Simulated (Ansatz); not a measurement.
`[AlH2][BH]C[SeH]` and `C[BH][AlH2]` differ in one atom or group.

Ansatz, PBE0-D4/def2-TZVP geometries, multiplicity 1. Each molecule was computed in one conformer, which needn't be the lowest.

Scalar relativity is left out up to krypton.

```json
{"property": "size of the dipole moment (B3LYP/def2-TZVPP) / D", "`[AlH2][BH]C[SeH]`": "3.14"}
{"property": "HOMO–LUMO gap (PBE/def2-TZVPP) / eV", "`[AlH2][BH]C[SeH]`": "2.69"}
{"property": "HOMO energy (PBE0/def2-TZVPP) / eV", "`[AlH2][BH]C[SeH]`": "-6.74"}
{"property": "LUMO energy (PBE0/def2-TZVPP) / eV", "`[AlH2][BH]C[SeH]`": "-1.96"}
{"property": "HOMO–LUMO gap (ωB97M-V/def2-TZVPP) / eV", "`[AlH2][BH]C[SeH]`": "8.83"}
{"property": "HOMO–LUMO gap (PBE0/def2-TZVPP) / eV", "`[AlH2][BH]C[SeH]`": "4.77"}
```

**Question.** Give the same properties after the change, and the shifts. (Estimate.)

**Answer.** The calculation gave: 
| property | `C[BH][AlH2]` | shift |
| --- | --- | --- |
| size of the dipole moment (B3LYP/def2-TZVPP) / D | 1.24 | -1.90 |
| HOMO–LUMO gap (PBE/def2-TZVPP) / eV | 3.18 | 0.49 |
| HOMO energy (PBE0/def2-TZVPP) / eV | -7.02 | -0.28 |
| LUMO energy (PBE0/def2-TZVPP) / eV | -1.72 | 0.24 |
| HOMO–LUMO gap (ωB97M-V/def2-TZVPP) / eV | 9.25 | 0.42 |
| HOMO–LUMO gap (PBE0/def2-TZVPP) / eV | 5.30 | 0.53 |

With PBE0 the HOMO falls by 0.28 eV and the LUMO rises by 0.24 eV, so the gap widens by about 0.52 eV. PBE moves the HOMO by -0.27 eV and ωB97M-V by -0.28 eV. Dipoles are sizes alone; their direction can turn.

B3LYP here is the variant with VWN-RPA as its local correlation; programs differ in this.

Spin–orbit coupling is left out; it splits and shifts lone-pair levels of the heavy atoms by tenths of an eV.
